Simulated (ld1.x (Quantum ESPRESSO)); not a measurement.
**Which change was made? (Au, TM semilocal)**

```json
{"Element": "gold", "Generator": "ld1.x (Quantum ESPRESSO) 7.5", "Type": "norm-conserving Troullier–Martins (semilocal form)", "Functional": "LDA (PZ)", "Relativity": "scalar-relativistic", "Frozen core": "[Kr] 4d10 4f14 5s2", "Valence charge": "17", "Reference configuration": "5p6 5d10 6s1 6p0", "Partial waves": "5p (bound): rc 1.70 bohr; 5d (bound): rc 2.05 bohr; 6s (bound): rc 2.00 bohr", "Local potential": "the s channel", "Core correction": "Bessel-smoothed model core, default radius (core density twice the valence density)"}
```

Cutoffs, loose and tight: the cutoffs (Ry, on a coarse ladder) from which the occupation-weighted sum of valence levels, in a spherical-Bessel basis at the reference potential, stays within 10 and 1 mRy of its value at 400 Ry. They do not see the model core or the augmentation charge, which bear on the density cutoff. Test errors are all-electron minus pseudo excitation energies from the reference, over the configurations 5p6 5d10 6s0 6p0; 5p6 5d9 6s0 6p0; 5p6 5d8 6s0 6p0; 5p6 5d9 6s1 6p1; 5p6 5d9 6s1 6p0; 5p5 5d10 6s1 6p0; 5p6 5d10 6s0 6p1 (two spin-polarised tests are not counted in the largest error); variants that change the core or the reference have their own tests.

The base gives: outcome: generated; cutoff, loose: 50 Ry; cutoff, tight: 70 Ry; bound ghosts: none; largest test error (meV): +260.

Problem. After one change the result is: outcome: generated; cutoff, loose: 70 Ry; cutoff, tight: 120 Ry; bound ghosts: none; largest test error (meV): -144. Which change was it?
A. wave 5p (bound): rc 1.70 bohr becomes 5p (bound): rc 1.42 bohr
B. wave 5p (bound): rc 1.70 bohr becomes 5p (bound): rc 1.58 bohr
C. wave 5p (bound): rc 1.70 bohr becomes 5p (bound): rc 2.52 bohr

Solution. A. The others give: wave 5p (bound): rc 1.70 bohr becomes 5p (bound): rc 1.58 bohr → outcome: generated; cutoff, loose: 55 Ry; cutoff, tight: 90 Ry; bound ghosts: none; largest test error (meV): +185 | wave 5p (bound): rc 1.70 bohr becomes 5p (bound): rc 2.52 bohr → outcome: generated; cutoff, loose: 45 Ry; cutoff, tight: 70 Ry; bound ghosts: none; largest test error (meV): -155.
